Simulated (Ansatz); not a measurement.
Geometry optimisation, Ansatz, RKS B3LYP-D4/def2-SVP.

Input:

```yaml
crystal:
  periodic: [false, false, false]
  atoms:
    - { symbol: B, position_ang: [-0.1913, 1.9348, -0.2273] }
    - { symbol: C, position_ang: [-1.2077, 0.7802, 0.1572] }
    - { symbol: Si, position_ang: [-0.5867, -0.824, -0.5517] }
    - { symbol: F, position_ang: [-1.596, -2.0419, -0.2395] }
    - { symbol: Ge, position_ang: [1.4614, -1.3736, 0.4505] }
    - { symbol: H, position_ang: [0.8817, 2.0046, 0.131] }
    - { symbol: H, position_ang: [-0.6212, 2.8815, -0.8829] }
    - { symbol: H, position_ang: [-2.1777, 0.9909, -0.2608] }
    - { symbol: H, position_ang: [-1.2629, 0.7256, 1.3054] }
    - { symbol: H, position_ang: [-0.3574, -0.6924, -1.9661] }
    - { symbol: H, position_ang: [1.88472, -0.2746, 1.42055] }
    - { symbol: H, position_ang: [1.35708, -2.75421, 1.18253] }
    - { symbol: H, position_ang: [2.50228, -1.50434, -0.70045] }
basis:
  gaussian: { orbitals: def2-SVP }
hamiltonian:
  xc: b3lyp
  dispersion: d4
relax:
  f_tol: 0.015
  max_steps: 40
output:
  orbitals: {}
```

Command:

```bash
$ ansatz run input.yaml --threads 2 --pin off --max-ram 3072MiB --backend cpu --events-out ev --progress --plain --runs-dir out
```

Task: Where does it end, and by what steps?

Result: The forces met the threshold. After 26 steps the energy has fallen by 0.381 eV; H11 moved furthest, 1.10 Å.

```json
{"step": "0", "energy less start (eV)": "0.0000", "largest force component (eV/Å)": "2.774", "accepted": "yes"}
{"step": "1", "energy less start (eV)": "-0.1852", "largest force component (eV/Å)": "1.309", "accepted": "yes"}
{"step": "2", "energy less start (eV)": "-0.3029", "largest force component (eV/Å)": "0.532", "accepted": "yes"}
{"step": "3", "energy less start (eV)": "-0.3232", "largest force component (eV/Å)": "0.137", "accepted": "yes"}
{"step": "4", "energy less start (eV)": "-0.3277", "largest force component (eV/Å)": "0.080", "accepted": "yes"}
{"step": "5", "energy less start (eV)": "-0.3371", "largest force component (eV/Å)": "0.112", "accepted": "yes"}
{"step": "6", "energy less start (eV)": "-0.3443", "largest force component (eV/Å)": "0.048", "accepted": "yes"}
{"step": "7", "energy less start (eV)": "-0.3376", "largest force component (eV/Å)": "0.398", "accepted": "no"}
{"step": "8", "energy less start (eV)": "-0.3468", "largest force component (eV/Å)": "0.053", "accepted": "yes"}
{"step": "9", "energy less start (eV)": "-0.3508", "largest force component (eV/Å)": "0.031", "accepted": "yes"}
{"step": "10", "energy less start (eV)": "-0.3540", "largest force component (eV/Å)": "0.179", "accepted": "yes"}
{"step": "11", "energy less start (eV)": "-0.3535", "largest force component (eV/Å)": "0.243", "accepted": "no"}
{"step": "12", "energy less start (eV)": "-0.3587", "largest force component (eV/Å)": "0.100", "accepted": "yes"}
{"step": "13", "energy less start (eV)": "-0.3640", "largest force component (eV/Å)": "0.054", "accepted": "yes"}
{"step": "14", "energy less start (eV)": "-0.3690", "largest force component (eV/Å)": "0.119", "accepted": "yes"}
{"step": "15", "energy less start (eV)": "-0.3635", "largest force component (eV/Å)": "0.372", "accepted": "no"}
{"step": "16", "energy less start (eV)": "-0.3733", "largest force component (eV/Å)": "0.119", "accepted": "yes"}
{"step": "17", "energy less start (eV)": "-0.3754", "largest force component (eV/Å)": "0.095", "accepted": "yes"}
{"step": "18", "energy less start (eV)": "-0.3777", "largest force component (eV/Å)": "0.088", "accepted": "yes"}
{"step": "19", "energy less start (eV)": "-0.3788", "largest force component (eV/Å)": "0.081", "accepted": "yes"}
{"step": "20", "energy less start (eV)": "-0.3797", "largest force component (eV/Å)": "0.059", "accepted": "yes"}
{"step": "21", "energy less start (eV)": "-0.3803", "largest force component (eV/Å)": "0.030", "accepted": "yes"}
{"step": "22", "energy less start (eV)": "-0.3806", "largest force component (eV/Å)": "0.029", "accepted": "yes"}
{"step": "23", "energy less start (eV)": "-0.3808", "largest force component (eV/Å)": "0.043", "accepted": "yes"}
{"step": "24", "energy less start (eV)": "-0.3809", "largest force component (eV/Å)": "0.033", "accepted": "yes"}
{"step": "25", "energy less start (eV)": "-0.3810", "largest force component (eV/Å)": "0.017", "accepted": "yes"}
{"step": "26", "energy less start (eV)": "-0.3810", "largest force component (eV/Å)": "0.011", "accepted": "yes"}
```

```xyz
13
Properties=species:S:1:pos:R:3
B -0.162 1.985 -0.407
C -1.156 0.930 0.131
Si -0.661 -0.822 -0.387
F -1.767 -1.838 0.264
Ge 1.490 -1.436 0.453
H 0.833 2.267 0.218
H -0.329 2.505 -1.484
H -2.181 1.043 -0.261
H -1.174 0.876 1.234
H -0.745 -0.977 -1.867
H 1.566 -1.177 1.972
H 1.798 -2.924 0.191
H 2.573 -0.580 -0.239
```

Whether the end is a true minimum wasn't checked by a vibrational analysis.

The run took 49 s on 2 threads of AMD EPYC 9R45 96-Core Processor (Zen 5) (shared host), peak memory 0.38 GiB.
